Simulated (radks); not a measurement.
Excited configurations of Pr+: one electron is placed in a higher orbital outside [Xe] 4f3. The ground configuration is [Xe] 4f3 6s1. All-electron calculation, Dirac Kohn-Sham, LDA (Slater exchange, Perdew-Wang correlation), spin-unpolarised, spherical densities, finite nucleus; open shells are shared between the two j in proportion to 2j + 1; Fermi nuclear charge, rms radius 4.8919 fm. Program: a radial shooting solver on a logarithmic mesh with Libxc functionals. Excitation = E - E(ground); binding = E(ion) - E, where the ion is the core of charge +2; n* = 2/sqrt(2 binding) in atomic units, and the quantum defect is n - n*. Eigenvalue and <r> are those of j = l + 1/2.

outer orbital,excitation (eV),binding (eV),n*,quantum defect,eigenvalue (eV),<r> (bohr)
5d,0.963,9.858,2.350,2.650,-6.272,3.067
5f,7.326,3.496,3.946,1.054,-2.485,8.722
7s,5.607,5.215,3.231,3.769,-4.131,8.170
7d,7.983,2.838,4.379,2.621,-2.216,13.59
7f,9.146,1.675,5.700,1.300,-1.317,22.53

The Delta-SCF ionisation energy is 10.821 eV (NIST Atomic Spectra Database: 10.63 eV, semi-empirical). Self-interaction in the functional shifts the binding energies and quantum defects, so they are the method's values and not measured ones. Spin polarisation and multiplet splitting are left out, so open shells lie too high by an amount that depends on their filling. Sharing an open shell by 2j + 1 raises it above the true ground level by a part of the spin-orbit splitting, which enters the differences from NIST.

Beside tabulated values, note that spin-unpolarised runs miss the spin-polarisation part of the exchange energy of open shells.
